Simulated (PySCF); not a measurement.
(E)-1-chloro-3,3-difluoroprop-1-ene (C₃H₃ClF₂), SMILES FC(F)/C=C/Cl.

Coordinates come from a PBE-D3(BJ)/def2-SVP optimisation. The values are those of a single conformer.

Level of theory: PBE-D3(BJ)/def2-SVP (PySCF 2.14.0).

Frequencies are harmonic and unscaled.

```tsv
mode	ν (cm⁻¹)	IR (km/mol)	Raman (Å⁴/amu)	depolarisation	moving atoms (share of kinetic energy)
1	95	0.4	4.3	0.75	C 37 %, F 35 %, H 23 %
2	162	0.9	2.3	0.75	C 39 %, F 32 %, Cl 15 %, H 14 %
3	176	1.6	1.2	0.71	C 44 %, F 29 %, Cl 17 %, H 11 %
4	311	0.6	4.3	0.41	Cl 40 %, C 28 %, F 27 %
5	424	1.7	0.9	0.53	F 45 %, C 41 %, H 12 %
6	517	6.7	3.4	0.41	F 72 %, C 20 %
7	654	35.7	1.6	0.72	C 53 %, F 21 %, H 19 %
8	802	21.3	4.1	0.73	C 52 %, H 38 %
9	849	50.1	4.8	0.61	C 64 %, H 16 %, Cl 11 %, F 8 %
10	923	44.5	0.1	0.57	H 90 %, C 10 %
11	955	21.8	2.1	0.58	C 60 %, H 30 %, F 9 %
12	1069	150.5	7.0	0.32	C 58 %, F 30 %, H 11 %
13	1136	96.3	2.8	0.39	C 50 %, H 27 %, F 23 %
14	1187	12.2	0.9	0.60	H 74 %, C 24 %
15	1245	0.4	14.8	0.39	H 80 %, C 20 %
16	1328	62.7	15.0	0.67	H 76 %, C 22 %
17	1347	79.4	10.1	0.66	H 65 %, C 34 %
18	1662	94.5	32.8	0.15	C 93 %
19	2949	51.5	181.7	0.24	H 92 %
20	3132	0.1	63.7	0.26	H 92 %, C 8 %
21	3146	2.0	72.6	0.27	H 91 %, C 9 %
```
